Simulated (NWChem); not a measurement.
Species: HSe₂F; SMILES [SeH][Se]F

```xyz
4

Se    -0.4065     0.9134    -0.0078
F      1.2053     1.6616    -0.0134
Se     0.0817    -1.3088    -0.0307
H      0.1954    -1.5121     1.4303
```
Atoms are numbered in this order, from 1.

Program: NWChem. Coordinates come from a PBE0/def2-SVP optimisation. Hybrids' shares of exact exchange are those that their runs print; pure functionals count as 0. The functionals differ in more than this share.

| row | share of exact exchange | orbital gap (eV) |
|---|---|---|
| PBE/def2-SVP | 0.00 | 3.13 |
| N12/def2-SVP | 0.00 | 3.14 |
| B3LYP/def2-SVP | 0.20 | 4.95 |
| PBE0/def2-SVP | 0.25 | 5.43 |
| MPW1K/def2-SVP | 0.43 | withheld |
| Hartree-Fock/def2-SVP | 1.00 | 12.20 |

Fit a straight line of the last column on the one before it, predict the withheld value, and compare with the run.


1. Means of the 5 shown rows: x = 0.290, y = 5.770. Slope Σ(x − x̄)(y − ȳ)/Σ(x − x̄)² = 6.181/0.6820 = 9.063; intercept 3.142.
2. The shown rows scatter about the line by 0.012 (root mean square); the largest residual is +0.02, at PBE0/def2-SVP.
3. At x = 0.43 (MPW1K/def2-SVP; inside the shown range) the line gives 7.04.
4. The run gives 7.07, +0.03 from the line.
